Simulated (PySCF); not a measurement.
Compound: C4H12GaO4 (charge -1).
SMILES with atom numbers: `[CH3:1][O:2][Ga-:3]([O:4][CH3:5])([O:6][CH3:7])[O:8][CH3:9]` (hydrogens: H10, H11, H12 on C1; H13, H14, H15 on C5; H16, H17, H18 on C7; H19, H20, H21 on C9)

A GFN2-xTB structure was refined with PBE0-D3(BJ)/def2-SVP geometry optimisation, gas phase in PySCF. Its GFN2-xTB values:

| coordinate | GFN2-xTB |
| --- | --- |
| C1–O2 | 1.393 Å |
| C1–H10 | 1.095 Å |
| O2–Ga3 | 1.838 Å |
| O4–C5 | 1.393 Å |
| C1–O2–Ga3 | 128.3° |
| O2–Ga3–O4 | 104.7° |
| O2–Ga3–O6 | 118.9° |
| C1–O2–Ga3–O4 | -161° |
| O2–Ga3–O4–C5 | 34° |
| O2–Ga3–O6–C7 | 81° |
| O2–Ga3–O8–C9 | 161° |

Question: How do these coordinates change at the PBE0-D3(BJ)/def2-SVP level?

Answer: 
```csv
coordinate,PBE0-D3(BJ)/def2-SVP (Å or °),change
O4–C5,1.376,-0.017
C1–O2,1.376,-0.017
C1–H10,1.110,+0.015
O2–Ga3,1.841,+0.003
C1–O2–Ga3,120.6,-7.7
O2–Ga3–O6,116.4,-2.5
O2–Ga3–O4,106.4,+1.7
O2–Ga3–O6–C7,85,+4
O2–Ga3–O8–C9,158,-3
O2–Ga3–O4–C5,32,-2
C1–O2–Ga3–O4,-159,+2
```

The energy falls by 17.9 kJ/mol over 6 energy and gradient evaluations, the largest force component goes from 0.0239 to 3.1e-04 Eh/bohr, and the atoms move by 0.132 Å rms after alignment. Among the bonds, C1–O2, O4–C5, O6–C7 and O8–C9 change most and about equally (-0.018 to -0.017 Å). Bonds longer at the end by more than 0.005 Å: 12 of 20; shorter: 4. Rotational constants go from 1056, 1043, 899.8 to 1094, 1089, 945.0 MHz.

The run used 204 basis functions and 39 SCF cycles in all. Time: 2.5 min of wall time. Hardware: one thread of an Arm Neoverse V1, no GPU, shared host.

No PBE0-D3(BJ)/def2-SVP frequencies stand behind this structure, so it isn't proved a minimum.

The values belong to the conformer `[CH3:1][O:2][Ga-:3]([O:4][CH3:5])([O:6][CH3:7])[O:8][CH3:9]`: C1–O2–Ga3–O4 -159°, O2–Ga3–O4–C5 32°, O2–Ga3–O6–C7 85°, O2–Ga3–O8–C9 158°.
